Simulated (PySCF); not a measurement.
Compound: C6H6FN.
Bonds: C1–C2 (double), C2–C3, C3–C4 (double), C4–C5, C5–N6, C5–C7 (double), C7–F8, C2–C7. Hydrogens: H9, H10 on C1; H11 on C3; H12 on C4; H13, H14 on N6.

Method: PBE0/def2-SVP geometry optimisation, gas phase in PySCF; density fitting, grid level 1; the optimiser is geomeTRIC in internal coordinates, started from a GFN2-xTB structure.

Step 0: E = -10505.4632 eV
```
atom  x, y, z in Å  |  force x, y, z in eV/Å
C1     -2.4290   -0.4519    0.2151    0.048   0.017  -0.003
C2     -1.1503   -0.0691    0.1490    0.420  -0.080  -0.078
C3     -0.6069    1.2735    0.3812   -0.267  -0.030   0.012
C4      0.7233    1.2341    0.2129    0.070  -0.146  -0.042
C5      1.1337   -0.1264   -0.1422    0.376  -0.287   0.002
N6      2.4396   -0.5131   -0.3077   -0.290   0.054   0.163
C7      0.0074   -0.8790   -0.1713   -0.187  -1.010  -0.256
F8     -0.0631   -2.2027   -0.4662    0.053   0.680   0.163
H9     -2.7161   -1.4725    0.0264   -0.117  -0.578  -0.115
H10    -3.2120    0.2450    0.4587   -0.412   0.435   0.148
H11    -1.2102    2.1215    0.6438   -0.305   0.518   0.151
H12     1.4198    2.0468    0.3158    0.343   0.499   0.083
H13     2.5759   -1.4103   -0.7458    0.113  -0.144  -0.105
H14     3.0873    0.2036   -0.5918    0.154   0.072  -0.122
```

Problem. Estimate the geometry and energy of step 1. (The exact step hangs on the optimiser's Hessian estimate; all steps are aligned on step 0, rigid shifts and turns removed.)

Solution. E = -10505.5049 eV, largest force 0.158 eV/Å
```
atom  x, y, z in Å  |  force x, y, z in eV/Å
C1     -2.4341   -0.4567    0.2074   -0.063  -0.031   0.003
C2     -1.1470   -0.0728    0.1471   -0.029  -0.006  -0.001
C3     -0.6140    1.2812    0.3860   -0.029   0.041   0.010
C4      0.7258    1.2373    0.2250    0.062   0.065   0.012
C5      1.1409   -0.1344   -0.1302   -0.006  -0.008  -0.052
N6      2.4463   -0.5175   -0.3063    0.075  -0.036  -0.005
C7      0.0104   -0.8904   -0.1720    0.037   0.135   0.072
F8     -0.0579   -2.1957   -0.4476   -0.017  -0.126  -0.048
H9     -2.7211   -1.4940    0.0121    0.007   0.035   0.008
H10    -3.2258    0.2561    0.4538    0.030  -0.021  -0.010
H11    -1.2218    2.1471    0.6493    0.018  -0.031  -0.012
H12     1.4252    2.0691    0.3398   -0.025  -0.039  -0.004
H13     2.5876   -1.4214   -0.7419   -0.023   0.032   0.022
H14     3.0848    0.1917   -0.6446   -0.037  -0.010   0.005
```

The energy changes by -0.0417 eV. The first-order estimate −F·Δx gives -0.0894 eV and the mean of the old and new forces, exact on a quadratic surface, -0.0417 eV. The step makes an angle of 58° with the force vector and moves no atom by more than 0.054 Å.

What follows is the cost of the whole optimisation. Time: 84 s wall, 74 s CPU; peak memory 0.61 GiB. Hardware: Intel Xeon at 2.50 GHz, one thread, no GPU, shared host.
